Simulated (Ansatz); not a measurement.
Geometry optimisation, RKS PBE/def2-SVP (Ansatz 0.2.0).

Input file:

```yaml
crystal:
  periodic: [false, false, false]
  atoms:
    - { symbol: Ga, position_ang: [0.0, 0.0, 0.0] }
    - { symbol: C, position_ang: [0.0, 0.0, 2.33] }
    - { symbol: H, position_ang: [-0.9996, -0.3092, 2.7005] }
    - { symbol: H, position_ang: [0.7676, -0.7111, 2.7005] }
    - { symbol: C, position_ang: [0.3177, 1.3971, 2.8374] }
    - { symbol: H, position_ang: [0.9159, 1.3257, 3.7696] }
    - { symbol: H, position_ang: [0.8975, 1.9479, 2.0676] }
    - { symbol: H, position_ang: [-0.628, 1.9396, 3.0459] }
    - { symbol: C, position_ang: [1.7147, 0.0, -0.99] }
    - { symbol: H, position_ang: [2.0443, -1.0462, -1.1602] }
    - { symbol: H, position_ang: [1.5782, 0.508, -1.9674] }
    - { symbol: C, position_ang: [2.7685, 0.7369, -0.1795] }
    - { symbol: H, position_ang: [3.6923, 0.1238, -0.1284] }
    - { symbol: H, position_ang: [2.9965, 1.7088, -0.6648] }
    - { symbol: H, position_ang: [2.3873, 0.9171, 0.8472] }
    - { symbol: H, position_ang: [-1.3596, 0.0, -0.785] }
    - { symbol: F, position_ang: [-0.2561, -1.8806, 0.6306] }
    - { symbol: H, position_ang: [-0.1762, -1.2937, 1.7624] }
basis:
  gaussian: { orbitals: def2-SVP }
hamiltonian:
  xc: pbe
relax:
  f_tol: 0.15
  max_steps: 25
  restrain:
    - { distance: [0, 16], at: 1.7, k: 30.0 }
    - { distance: [17, 1], at: 1.11, k: 30.0 }
    - { distance: [0, 1], at: 3.18, k: 30.0 }
    - { distance: [17, 16], at: 2.12, k: 30.0 }
output:
  orbitals: {}
```

Launched with:

```bash
$ ansatz run input.yaml --threads 4 --pin off --max-ram 5120MiB --backend cpu --events-out ev --progress --plain --runs-dir out
```

Problem. Where does it end, and by what steps?

Solution. The run converged. The restraints hold the end off the free minimum. After 11 steps the energy has fallen by 2.736 eV (the restraints' own energy left out); H15 moved furthest, 0.88 Å. Joined: C2–H18 (1.42 → 1.11 Å).

| step | energy less start (eV) | largest force component (eV/Å) | accepted |
| --- | --- | --- | --- |
| 0 | 0.0000 | 2.987 | yes |
| 1 | 0.4952 | 2.678 | yes |
| 2 | 0.2621 | 3.515 | yes |
| 3 | -1.2425 | 2.279 | yes |
| 4 | -2.1186 | 1.539 | yes |
| 5 | -2.4576 | 1.348 | yes |
| 6 | -2.5328 | 1.325 | yes |
| 7 | -2.6104 | 1.264 | yes |
| 8 | -2.6524 | 1.227 | yes |
| 9 | -2.7196 | 1.279 | yes |
| 10 | -2.7210 | 1.257 | no |
| 11 | -2.7358 | 1.328 | yes |

```xyz
18
Properties=species:S:1:pos:R:3
Ga -0.067 -0.239 -0.386
C 0.032 -0.223 2.798
H -0.820 -0.475 3.464
H 0.944 -0.679 3.246
C 0.182 1.292 2.638
H 0.366 1.779 3.618
H 1.036 1.568 1.986
H -0.729 1.758 2.209
C 1.793 -0.080 -1.055
H 2.126 -1.126 -1.239
H 1.719 0.409 -2.055
C 2.804 0.669 -0.170
H 3.816 0.674 -0.624
H 2.525 1.729 -0.010
H 2.908 0.208 0.831
H -1.295 0.754 -0.358
F -0.512 -1.865 0.062
H -0.166 -0.789 1.860
```

Run time: 51 s on 4 threads of Arm Neoverse N1 (shared host), peak memory 0.25 GiB.
